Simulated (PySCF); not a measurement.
**Dipole response of Mn²⁺ (manganese, charge +2)**

[Ar] 3d5, high-spin 6S determinant. Calculation: PySCF 2.14, in aug-cc-pVQZ (9s8p6d4f3g2h, 140 functions); no relativity, point nucleus. Coupled (time-dependent) response in atomic units; α is the mean over directions.

| method | mean α (bohr³) | C₆ (like pair) | S(−4) |
| --- | --- | --- | --- |
| PBE | 4.100 | 12.10 | 10.28 |

S(−4) is the Cauchy moment in α(ω) = α(0) + S(−4) ω² + …

α(iu) at PBE:

| u (hartree) | α(iu) (bohr³) |
| --- | --- |
| 0 | 4.100 |
| 0.0500 | 4.074 |
| 0.100 | 4.001 |
| 0.200 | 3.752 |
| 0.300 | 3.440 |
| 0.500 | 2.853 |
| 0.750 | 2.306 |
| 1.00 | 1.915 |
| 1.50 | 1.390 |
| 2.00 | 1.053 |
| 3.00 | 0.6603 |
| 5.00 | 0.3284 |

A single London oscillator, α(iu) = α/(1 + u²/ω²), gives C₆ = (3/4) ω α². Matching the computed C₆ needs ω = 4 × 12.10 / (3 × 4.100²) = 0.960 hartree.

For an ion, C₆ is the dispersion term alone; charge-induced terms of lower order in 1/R come first.
